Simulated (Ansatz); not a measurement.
Gas-phase electronic energies from Ansatz, PBE0-D4/def2-TZVP geometries. CBS: MP2 limit from def2 TZ/QZ plus the TZ coupled-cluster correction, frozen cores. This one scheme is used for every species. For Zn outer-core shells are correlated without core-valence functions, which leaves a few kJ/mol of doubt a bond. Scalar relativity is left out up to krypton. Each species was taken in one conformer, which may not be the lowest.

`O[SiH2][BH][ZnH]` + CH₄ → `C[BH][ZnH]` + `O[SiH3]`  (formal exchange of groups at a B–Si bond)

| level | ΔE (eV) |
| --- | --- |
| SCS-MP2/def2-TZVPP | -0.05 |
| MP2/def2-QZVPP | -0.05 |

Problem. What does CCSD(T)/CBS give? (An estimate is asked.)

Solution. The calculation gave: +0.01 eV. The listed levels differ from it by -0.06, -0.06 eV.

Largest T1 diagnostic among the species: 0.014.

The D4 term adds +0.04 eV with B3LYP and +0.02 eV with PBE0; it sums over pairs of atoms, weighted by their polarisabilities, and B3LYP, whose exchange is more repulsive, gets the larger term.

B3LYP here is the variant with VWN-RPA as its local correlation; programs differ in this.
